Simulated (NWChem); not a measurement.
Species: BF cation, doublet

All runs: NWChem. Pople sets run with spherical d functions. Spin-unrestricted. Geometry: optimised at PBE0-D3(BJ)/def2-TZVP, spin-unrestricted. No stability test was run on the SCF state.

### Question
Estimate the computed values for TPSSh/6-31G*. Quantities: highest occupied level (eV); lowest empty minus highest occupied level, either spin (eV); <S²>.

### Answer
```
Property                                                      Value
-----------------------------------------------------------  ------
highest occupied level (eV)                                  -18.85
lowest empty minus highest occupied level, either spin (eV)    3.65
<S²>                                                          0.753
```
